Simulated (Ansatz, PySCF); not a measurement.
System: CH3O2 (charge 0, doublet). It need not be the lowest isomer of its formula. 
Coordinates optimised at B3LYP-D3(BJ)/def2-TZVP (Ansatz, an electronic-structure program):
```xyz
6

O     -1.1819     0.1242     0.0417
C      0.0045    -0.4823    -0.2166
O      1.0786     0.3031     0.1537
H     -1.0918     1.0659    -0.1570
H      0.0095    -1.5194     0.1190
H      1.8821    -0.0708    -0.2250
```
Charge 0, spin multiplicity 2.

Dipole moments at this geometry, in debye (magnitudes).

```
level                program  dipole (D)
-------------------  -------  ----------
PBE0/def2-TZVPD       Ansatz         [?]
BHLYP/def2-TZVPD      Ansatz        1.61
PW6B95/def2-TZVPD      PySCF        1.52
M06-2X/def2-TZVPD      PySCF        1.56
CCSD(T)/aug-cc-pVDZ   Ansatz         [?]
```

Q: Some entries are withheld; supply them.

A: 
- PBE0/def2-TZVPD, dipole (D): 1.52
- CCSD(T)/aug-cc-pVDZ, dipole (D): 1.52
